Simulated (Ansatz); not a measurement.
C$_{2}$H$_{6}$BF (`CB(C)F`), 10 atoms. The species carries charge 0 and has multiplicity 1. All runs use 4 threads of an Arm Neoverse V2 on a shared host. Correlated methods freeze the cores. Open-shell runs search over several starts.

(1) How many basis functions does each run have, and how long does it take in Ansatz? UHF-MP2/def2-QZVPP energy of the cation; RHF-CCSD(T)/def2-TZVPP energy; RKS ωB97M-V/def2-SVP energy; RKS PBE-QIDH (frozen core)/def2-TZVPP energy; UKS B2PLYP (frozen core)/def2-TZVPP energy of the cation; UKS r2SCAN-D4/def2-TZVPP energy of the cation; direct RPA on PBE orbitals/def2-TZVPP energy; UKS ωB97M-V/def2-TZVPP energy of the cation; RKS B2PLYP (frozen core)/def2-TZVPP energy; RKS ωB97M-V/def2-TZVPP energy and forces; RKS PBE-D4/def2-TZVPP energy and forces; RKS PBE0-D4/def2-QZVPP energy. (Best estimate.)

Answers

(1) The calculation gave: Other jobs shared the machine, so times are rough.

```csv
level,job,functions,wall time,peak host memory (GiB)
RKS PBE-D4/def2-TZVPP,energy and forces,208,1.2 s,0.21
RKS ωB97M-V/def2-SVP,energy,86,2 s,0.22
RKS PBE-QIDH (frozen core)/def2-TZVPP,energy,208,2.4 s,0.4
RKS B2PLYP (frozen core)/def2-TZVPP,energy,208,2.4 s,0.4
direct RPA on PBE orbitals/def2-TZVPP,energy,208,2.5 s,0.41
RKS PBE0-D4/def2-QZVPP,energy,408,3.3 s,0.97
UKS r2SCAN-D4/def2-TZVPP,energy of the cation,208,4 s,0.31
UKS B2PLYP (frozen core)/def2-TZVPP,energy of the cation,208,4.2 s,0.53
RKS ωB97M-V/def2-TZVPP,energy and forces,208,5.5 s,0.55
UKS ωB97M-V/def2-TZVPP,energy of the cation,208,8 s,0.7
UHF-MP2/def2-QZVPP,energy of the cation,408,20 s,2.1
RHF-CCSD(T)/def2-TZVPP,energy,208,42 s,3
```
